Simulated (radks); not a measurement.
All-electron atom: V in [Ar] 3d3 4s2 (the NIST ground configuration).

Calculated with a radial shooting solver on a logarithmic mesh with Libxc functionals: non-relativistic Kohn-Sham, PBE, spin-polarised, spherical densities, point nucleus; open shells are filled with parallel spins first; hard spherical wall at 20 bohr.

Energy parts (eV):
| part | energy |
|---|---|
| total | -25677.992 |
| kinetic | 25655.636 |
| electron-nucleus | -60877.644 |
| Hartree | 10765.948 |
| exchange-correlation | -1221.932 |

Orbitals (lengths in bohr, moments of r in powers of bohr; r(max) is where P^2 peaks):
orbital,occ.,eigenvalue (eV),<r>,<r^2>,r(max),<r^4>
1s down,1,-5325.153,0.06705,0.006032,0.04410,0.00009305
1s up,1,-5325.142,0.06705,0.006032,0.04410,0.00009306
2s up,1,-595.0893,0.3112,0.1144,0.2581,0.02295
2s down,1,-594.1005,0.3108,0.1141,0.2580,0.02282
2p up,3,-501.8152,0.2753,0.09334,0.2092,0.01786
2p down,3,-501.0657,0.2749,0.09303,0.2090,0.01772
3s up,1,-70.0919,0.9561,1.055,0.8262,1.805
3s down,1,-67.2712,0.9575,1.058,0.8263,1.825
3p up,3,-44.8317,1.019,1.223,0.8476,2.633
3p down,3,-42.0520,1.023,1.234,0.8479,2.706
3d up,3,-6.1962,1.403,2.633,0.8881,19.79
4s up,1,-4.9132,3.310,12.67,2.735,270.3
4s down,1,-4.2463,3.508,14.26,2.890,347.2
3d down,0,-3.7938,1.539,3.321,0.8967,36.69
4p up,0,-1.5843,4.578,24.79,3.572,1131
4p down,0,-1.3040,4.974,29.35,3.824,1594

The highest occupied level is 4s down at -4.246 eV. Summed over all electrons, <r^2> = 45.11 bohr^2, which gives a Langevin (diamagnetic) susceptibility term of -35.7 x 10^-6 cm^3/mol.
